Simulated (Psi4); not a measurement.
Psi4 input (wB97X-D/6-311+G**):

```
memory 1500 MB

molecule {
0 2
N    -1.97900600    0.85058800   -0.80631200
Si   -1.17291700   -0.43475300    0.06691200
N     0.33375100    0.05032500    0.73318500
Si    1.89170500    0.06663500   -0.02543400
H    -2.86487900    0.55889000   -1.22896400
H    -0.92117900   -1.55440200   -0.87304300
H    -2.07274500   -0.84825600    1.17529600
H     0.27775300    0.51578400    1.62967800
H     1.76035700   -0.68529300   -1.29244000
H     2.90773300   -0.58011500    0.83994600
H     2.36670500    1.44065300   -0.31928000
symmetry c1
no_reorient
no_com
}

set {
  basis 6-311+G**
  reference uks
  scf_type df
  df_basis_scf def2-universal-jkfit
  dft_radial_points 99
  dft_spherical_points 590
  e_convergence 1e-8
  d_convergence 1e-7
  maxiter 150
}

e = energy('wb97x-d')
print_out(f'\nFINAL {e:.10f} DIPOLE {variable("CURRENT DIPOLE")[0]:.6f} {variable("CURRENT DIPOLE")[1]:.6f} {variable("CURRENT DIPOLE")[2]:.6f}\n')
```

Output:

```
   => Loading Basis Set <=

    Name: 6-311+G**
    Role: ORBITAL
    Keyword: BASIS
    atoms 1, 3 entry N          line   150 file 6-311pgss.gbs
    atoms 2, 4 entry SI         line   351 file 6-311pgss.gbs
    atoms 5-11 entry H          line    42 file 6-311pgss.gbs

   => WB97X-D: Empirical Dispersion <=

    Chai and Head-Gordon Dispersion Correction
    Chai, J.-D.; Head-Gordon, M. (2010), J. Chem. Phys., 132: 6615-6620

        s6 =       1.000000

         ---------------------------------------------------------
                                   SCF
               by Justin Turney, Rob Parrish, Andy Simmonett
                          and Daniel G. A. Smith
                              UKS Reference
         ---------------------------------------------------------

  ==> Geometry <==

    Molecular point group: c1
    Full point group: C1

    Geometry (in Angstrom), charge = 0, multiplicity = 2:

       Center              X                  Y                   Z               Mass
    ------------   -----------------  -----------------  -----------------  -----------------
         N           -1.979006000000     0.850588000000    -0.806312000000    14.003074004430
         SI          -1.172917000000    -0.434753000000     0.066912000000    27.976926534650
         N            0.333751000000     0.050325000000     0.733185000000    14.003074004430
         SI           1.891705000000     0.066635000000    -0.025434000000    27.976926534650
         H           -2.864879000000     0.558890000000    -1.228964000000     1.007825032230
         H           -0.921179000000    -1.554402000000    -0.873043000000     1.007825032230
         H           -2.072745000000    -0.848256000000     1.175296000000     1.007825032230
         H            0.277753000000     0.515784000000     1.629678000000     1.007825032230
         H            1.760357000000    -0.685293000000    -1.292440000000     1.007825032230
         H            2.907733000000    -0.580115000000     0.839946000000     1.007825032230
         H            2.366705000000     1.440653000000    -0.319280000000     1.007825032230

  Running in c1 symmetry.

  Rotational constants: A =      0.37521  B =      0.06961  C =      0.06477 [cm^-1]
  Rotational constants: A =  11248.47522  B =   2086.80418  C =   1941.74006 [MHz]
  Nuclear repulsion =  215.754041009898572

  Charge       = 0
  Multiplicity = 2
  Electrons    = 49
  Nalpha       = 25
  Nbeta        = 24

  ==> Algorithm <==

  SCF Algorithm Type is DF.
  DIIS enabled.
[...]
      13A     -0.954420    14A     -0.885233    15A     -0.648691
      16A     -0.628304    17A     -0.538281    18A     -0.509414
      19A     -0.474596    20A     -0.442931    21A     -0.436797
      22A     -0.423489    23A     -0.364011    24A     -0.350490

    Beta Virtual:

      25A     -0.058822    26A      0.049672    27A      0.057430
      28A      0.065179    29A      0.071663    30A      0.083168
      31A      0.090738    32A      0.100951    33A      0.118413
      34A      0.124254    35A      0.128655    36A      0.140557
      37A      0.155156    38A      0.166096    39A      0.171929
      40A      0.180096    41A      0.197962    42A      0.215224
      43A      0.222389    44A      0.230668    45A      0.239108
      46A      0.242486    47A      0.250111    48A      0.262127
      49A      0.270218    50A      0.304348    51A      0.320603
      52A      0.331537    53A      0.336117    54A      0.355013
      55A      0.383871    56A      0.405383    57A      0.419511
      58A      0.463561    59A      0.483590    60A      0.490339
      61A      0.513733    62A      0.541221    63A      0.585346
      64A      0.612624    65A      0.636074    66A      0.653536
      67A      0.690837    68A      0.712340    69A      0.742927
      70A      0.751299    71A      0.857729    72A      0.911823
      73A      0.930301    74A      0.942566    75A      0.946526
      76A      0.956598    77A      0.972713    78A      0.979716
      79A      0.992836    80A      1.001039    81A      1.029664
      82A      1.118333    83A      1.226799    84A      1.232792
      85A      1.281009    86A      1.291353    87A      1.321289
      88A      1.339311    89A      1.350573    90A      1.368951
      91A      1.389338    92A      1.398367    93A      1.430498
      94A      1.513075    95A      1.522227    96A      1.581001
      97A      1.591999    98A      1.608292    99A      1.701461
     100A      1.718506   101A      1.727686   102A      1.743500
     103A      1.755355   104A      1.929611   105A      1.996729
     106A      2.025156   107A      2.036432   108A      2.056116
     109A      2.173067   110A      2.201521   111A      2.209300
     112A      2.239631   113A      2.251974   114A      2.426649
     115A      2.441787   116A      2.467628   117A      2.562970
     118A      2.627476   119A      2.651168   120A      2.698380
     121A      2.719189   122A      2.744993   123A      2.763734
     124A      2.784761   125A      2.799063   126A      2.850177
     127A      3.080487   128A      3.085253   129A      3.955983
     130A      3.975939   131A      4.020817   132A      4.154404
     133A      4.495125   134A      4.556570   135A      5.821371
     136A      5.869933   137A     11.538600   138A     11.545370
     139A     11.557633   140A     11.559531   141A     11.585515
     142A     11.656052   143A     35.566731   144A     35.610497
     145A    141.354318   146A    141.397709

    Final Occupation by Irrep:
              A
    DOCC [    24 ]
    SOCC [     1 ]
    NA   [    25 ]
    NB   [    24 ]

  @DF-UKS Final Energy:  -692.69313864639844

   => Energetics <=

    Nuclear Repulsion Energy =            215.7540410098985717
    One-Electron Energy =               -1385.2436425247153693
    Two-Electron Energy =                 518.4170168745014280
    DFT Exchange-Correlation Energy =     -41.6163998733602654
    Empirical Dispersion Energy =          -0.0041541327228707
    VV10 Nonlocal Energy =                  0.0000000000000000
    Total Energy =                       -692.6931386463984381

  UHF NO Occupations:
  HONO-2 :   23  A 1.9995464
  HONO-1 :   24  A 1.9991155
  HONO-0 :   25  A 1.0000000
  LUNO+0 :   26  A 0.0008845
  LUNO+1 :   27  A 0.0004536
  LUNO+2 :   28  A 0.0004058
  LUNO+3 :   29  A 0.0003076

Computation Completed

Properties will be evaluated at   0.000000,   0.000000,   0.000000 [a0]

Properties computed using the SCF density matrix

 Multipole Moments:

 ------------------------------------------------------------------------------------
     Multipole            Electronic (a.u.)      Nuclear  (a.u.)        Total (a.u.)
 ------------------------------------------------------------------------------------

 L = 1.  Multiply by 2.5417464519 to convert [e a0] to [Debye]
 Dipole X            :         -0.2601299           -0.0000151           -0.2601450
 Dipole Y            :         -0.3624714           -0.0000000           -0.3624714
 Dipole Z            :          0.2748309           -0.0000076            0.2748234
 Magnitude           :                                                    0.5240122

 ------------------------------------------------------------------------------------

FINAL -692.6931386464 DIPOLE -0.260145 -0.362471 0.274823

*** Psi4 exiting successfully. Buy a developer a beer!
```

The geometry given is a B3LYP-D3(BJ)/def2-TZVP minimum.
